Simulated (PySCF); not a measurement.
B97-3 on Zr⁻ (zirconium, charge -1), [Kr] 4d3 5s2, high-spin 4F determinant. All numbers are calculated (PySCF 2.14, scalar relativity through the core potential, in aug-cc-pwCVDZ-PP with ECP28MDF).

```
cycle= 1 E= -46.7741022422554  delta_E= -0.0144  |g|= 0.0301  |ddm|= 1.74
cycle= 2 E= -46.7732739958148  delta_E= 0.000828  |g|= 0.0592  |ddm|= 0.561
cycle= 3 E= -46.7768084175617  delta_E= -0.00353  |g|= 0.00835  |ddm|= 0.124
cycle= 4 E= -46.7769315718542  delta_E= -0.000123  |g|= 0.00172  |ddm|= 0.103
cycle= 5 E= -46.7769413506533  delta_E= -9.78e-06  |g|= 0.000373  |ddm|= 0.0279
cycle= 6 E= -46.7769422444299  delta_E= -8.94e-07  |g|= 7.27e-05  |ddm|= 0.0131
cycle= 7 E= -46.7769422541624  delta_E= -9.73e-09  |g|= 1.35e-05  |ddm|= 0.00106
cycle= 8 E= -46.7769422545991  delta_E= -4.37e-10  |g|= 8.65e-07  |ddm|= 0.000247
converged SCF energy = -46.7769422545991  <S^2> = 3.7810776  2S+1 = 4.0155087
```

Highest occupied orbital energy: 0.716 eV; ⟨L²⟩ = 12.01; populations by l: s 4.00, p 6.00, d 3.00, f 0.00.

(1) Can this result be used?

Answers

(1) With care. The run converged. Energies and moments cover only the electrons outside the core potential. At B97-3 the highest occupied level has a positive energy, so only the finite basis holds that electron; in a semilocal or global hybrid functional this comes from self-interaction and does not mean that the real anion is unbound.
